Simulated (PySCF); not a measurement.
## Two-component Hartree-Fock for I⁻ (iodine, charge -1)

Start: [Xe]. Calculated with PySCF 2.14 in x2c-TZVPPall-2c with one added diffuse shell each of s, p, d, f type (9s10p6d3f, 90 functions): generalised Hartree-Fock with the X2C-1e Hamiltonian and a Gaussian nucleus; spin-orbit coupling (SO) screened by Boettger's factors.

| spinor shell | electrons | ε, screened SO (eV) | weight of nominal j (screened SO) | rms radius, screened SO (bohr) |
| --- | --- | --- | --- | --- |
| 1s1/2 | 2 | -33322.4 | 1.000 | 0.0311 |
| 2s1/2 | 2 | -5240.9 | 1.000 | 0.127 |
| 2p1/2 | 2 | -4904.8 | 1.000 | 0.109 |
| 2p3/2 | 4 | -4603.4 | 1.000 | 0.115 |
| 3s1/2 | 2 | -1094.0 | 1.000 | 0.334 |
| 3p1/2 | 2 | -953.75 | 1.000 | 0.327 |
| 3p3/2 | 4 | -895.26 | 1.000 | 0.338 |
| 3d3/2 | 4 | -650.26 | 1.000 | 0.311 |
| 3d5/2 | 6 | -638.20 | 1.000 | 0.314 |
| 4s1/2 | 2 | -203.00 | 1.000 | 0.788 |
| 4p1/2 | 2 | -151.77 | 1.000 | 0.827 |
| 4p3/2 | 4 | -140.26 | 1.000 | 0.855 |
| 4d3/2 | 4 | -55.773 | 1.000 | 0.988 |
| 4d5/2 | 6 | -53.919 | 1.000 | 1.000 |
| 5s1/2 | 2 | -16.558 | 1.000 | 2.21 |
| 5p1/2 | 2 | -4.219 | 1.000 | 2.78 |
| 5p3/2 | 4 | -3.091 | 1.000 | 2.98 |

```
   quantity  screened SO
E (hartree)  -7113.87849
        M_J            0
       ⟨J²⟩        0.000
       ⟨L²⟩        0.038
       ⟨S²⟩        0.038
```

Breit and QED terms are absent; they matter most for the inner s and p1/2 levels.

Densities and radii are taken from the X2C orbitals without a picture-change correction, which distorts them close to the nucleus.
